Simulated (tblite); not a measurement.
Q: What does the GFN2-xTB structure of `[NH2+]CC1=C[C@@H]2C=C[C@H]12` [radical] look like in three dimensions? (Charge +1 and doublet state.)

A: 
Z-matrix in Å and degrees, rows numbered from 1:
```
N 
C   1  1.4052
C   2  1.4987  1  114.18
C   3  1.3458  2  135.73  1     5.17
C   4  1.4898  3   93.54  2   173.88
C   5  1.5156  4  116.96  3    83.21
C   6  1.3330  5   96.12  4   -80.99
C   7  1.5002  6   94.03  5    -2.15
H   1  1.0074  2  119.88  3  -106.77
H   1  1.0085  2  118.02  3    44.48
H   2  1.0943  1  110.83  3   126.65
H   2  1.1065  1  109.24  3  -115.82
H   4  1.0720  3  135.57  2    -3.01
H   5  1.0840  4  118.72  3  -125.77
H   6  1.0735  5  127.81  4   103.28
H   7  1.0714  6  135.48  5   179.60
H   8  1.0840  3  118.38  2   -49.09
```

C4 (carbon bonded to 2 C and H) is planar (angles 135.6°, 130.8° and 93.5°, sum 359.9°, 0.02 Å off the plane of its three neighbours). C6 (carbon bonded to 2 C and H) is planar (angles 135.9°, 127.8° and 96.1°, sum 359.8°, 0.03 Å off the plane of its three neighbours). N1 (nitrogen bonded to C and 2 H) has angles 119.9°, 118.0° and 115.9°, sum 353.8°, 0.16 Å off the plane of its three neighbours. The 8 C–C bonds span 1.333 Å (C6=C7, drawn double) to 1.601 Å (C5–C8, drawn single), a spread of 0.268 Å.

Computed geometry: GFN2-xTB, gas phase. This method treats the open shell by occupation alone, without spin polarisation.

Point group: C1 (no symmetry element, even within 0.4 Å). Its GFN2-xTB frequencies are all real (lowest 56 cm⁻¹). Torsions: H–N1–C2–C3 -107° and 44°, N1–C2–C3–C4 5°.

One conformer stands for the species.
